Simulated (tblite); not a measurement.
C4H8O2S, charge -1, doublet, at the geometry of the source list (a state made from the parent by changing its charge; the spin is typed, not shown lowest); GFN1-xTB (tblite).

Input for tblite:
```
$ tblite run mol.xyz --method gfn1 --charge -1 --spin 1 --json tblite.json --no-restart

# file mol.xyz
15

O      2.15370000     1.24870000    -0.46550000
S      1.15940000     0.77730000     0.45840000
O      1.34220000     1.09490000     1.84770000
C     -0.51370000     1.29520000    -0.08850000
C     -1.04900000     0.04500000    -0.74980000
C     -0.58920000    -1.14330000     0.10210000
C      0.91180000    -1.02840000     0.24590000
H     -1.06620000     1.57120000     0.80460000
H     -0.40910000     2.14240000    -0.75690000
H     -2.13640000     0.06560000    -0.83280000
H     -0.62890000    -0.04640000    -1.75360000
H     -0.87980000    -2.08770000    -0.35970000
H     -1.05670000    -1.08360000     1.08710000
H      1.31570000    -1.53460000     1.11530000
H      1.44640000    -1.31630000    -0.65430000
```

Output, abridged:

```
xTB calculator
 | screened Coulomb repulsion
 | Coulomb electrostatics
 |  * isotropic Klopman-Ohno-Mataga-Nishimoto electrostatics
 |  * onsite third-order electrostatics
 | DFT-D3(BJ) dispersion correction

halogen bonding energy    0.0000000000000E+00 Eh
repulsion energy          2.4329204655581E-01 Eh
dispersion energy        -6.7417937888728E-03 Eh
number of electrons       4.3000000000000E+01 e
integral cutoff           1.9731147476801E+01 bohr

------------------------------------------------------------
  cycle        total energy    energy error   density error
------------------------------------------------------------
      1     -25.27334801490  -2.5509898E+01   6.8924296E-01
      2     -25.47803995992  -2.0469195E-01   4.2834772E-01
      3     -24.79683030487   6.8120966E-01   3.7625339E-01
      4     -25.83323109626  -1.0364008E+00   7.9404783E-02
      5     -25.89167187301  -5.8440777E-02   6.1459614E-02
      6     -25.90420151513  -1.2529642E-02   2.6784680E-02
      7     -25.90118311887   3.0183963E-03   3.1988413E-02
      8     -25.90466102087  -3.4779020E-03   5.8330159E-03
      9     -25.90480277231  -1.4175145E-04   1.5214459E-03
     10     -25.90482689877  -2.4126458E-05   8.6958062E-04
     11     -25.90482900066  -2.1018915E-06   1.7313002E-04
     12     -25.90482919655  -1.9588701E-07   2.0530868E-05
     13     -25.90482919967  -3.1229987E-09   8.9380016E-06
------------------------------------------------------------

electronic energy        -2.6141379452440E+01 Eh
total energy             -2.5904829199673E+01 Eh

Post processing:
 | Mayer-Wiberg bond orders

[Info] JSON dump of results written to 'tblite.json'
```
